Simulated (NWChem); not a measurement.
System: C2H5FOSi; SMILES [SiH2](F)C(=O)C

```xyz
10

C     -1.4251     1.3475     0.0000
C      0.0306     0.9377     0.0000
O      0.9433     1.7514     0.0000
Si     0.6311    -0.8908     0.0000
F     -0.6137    -1.9273     0.0000
H     -1.9330     0.9304    -0.8797
H     -1.5121     2.4379     0.0000
H     -1.9330     0.9304     0.8797
H      1.4431    -1.1020    -1.2225
H      1.4431    -1.1020     1.2225
```
Atoms are numbered in this order, from 1.

Results from NWChem. Medium grid unless said otherwise, to which SCAN and Minnesota functionals are sensitive. Coordinates come from a B3LYP/6-31G* (spherical d) optimisation.

Predict the results for r2SCAN/def2-TZVP. Quantities: highest occupied level (eV); orbital gap (eV); dipole (D).


```yaml
highest occupied level (eV): -6.01
orbital gap (eV): 3.55
dipole (D): 1.44
```
